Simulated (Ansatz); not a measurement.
Born–Oppenheimer molecular dynamics of H$_{6}$OSSi$_{3}$ (11 atoms, charge 0, multiplicity 1). It starts from a relaxed structure.

All numbers below come from RKS BLYP-D4/6-31G in Ansatz 0.2.0.

```json
{"ensemble": "NVT, Langevin thermostat", "time step": "0.5 fs", "steps asked": "150", "set temperature": "300 K", "friction": "0.05 /fs", "seed": "977140"}
```

First frame:

```xyz
11
Properties=species:S:1:pos:R:3
O -1.928 1.920 0.691
Si -0.306 1.402 0.291
Si 0.455 -0.766 1.054
Si 0.789 -1.249 -1.276
S -0.018 0.820 -1.933
H -2.694 1.338 0.478
H 0.495 2.623 0.659
H 1.700 -0.769 1.914
H -0.613 -1.603 1.725
H -0.040 -2.361 -1.875
H 2.227 -1.412 -1.708
```

Question: How far do the bonds stretch over the last three quarters of this one trajectory? (Pairs bonded in most of those frames.)

Answer: 
```json
{"bond": "O1–Si2", "mean (Å)": "1.769", "spread (Å)": "0.032", "shortest": "1.71", "longest": "1.82"}
{"bond": "O1–H6", "mean (Å)": "0.992", "spread (Å)": "0.028", "shortest": "0.94", "longest": "1.05"}
{"bond": "Si2–Si3", "mean (Å)": "2.440", "spread (Å)": "0.014", "shortest": "2.42", "longest": "2.47"}
{"bond": "Si2–S5", "mean (Å)": "2.360", "spread (Å)": "0.018", "shortest": "2.32", "longest": "2.39"}
{"bond": "Si2–H7", "mean (Å)": "1.508", "spread (Å)": "0.027", "shortest": "1.46", "longest": "1.57"}
{"bond": "Si3–Si4", "mean (Å)": "2.494", "spread (Å)": "0.053", "shortest": "2.40", "longest": "2.56"}
{"bond": "Si3–H8", "mean (Å)": "1.516", "spread (Å)": "0.032", "shortest": "1.47", "longest": "1.58"}
{"bond": "Si3–H9", "mean (Å)": "1.527", "spread (Å)": "0.064", "shortest": "1.41", "longest": "1.64"}
{"bond": "Si4–S5", "mean (Å)": "2.389", "spread (Å)": "0.015", "shortest": "2.35", "longest": "2.41"}
{"bond": "Si4–H10", "mean (Å)": "1.528", "spread (Å)": "0.038", "shortest": "1.48", "longest": "1.63"}
{"bond": "Si4–H11", "mean (Å)": "1.536", "spread (Å)": "0.064", "shortest": "1.41", "longest": "1.65"}
```

Mean temperature of the second half: 288 K. A run of 0.075 ps of so small a system gives no equilibrium averages. Limits of this set-up: no polarisation functions.

Run time: 6.8 min on 1 thread of Arm Neoverse V2, on a shared host, peak memory 0.11 GiB.
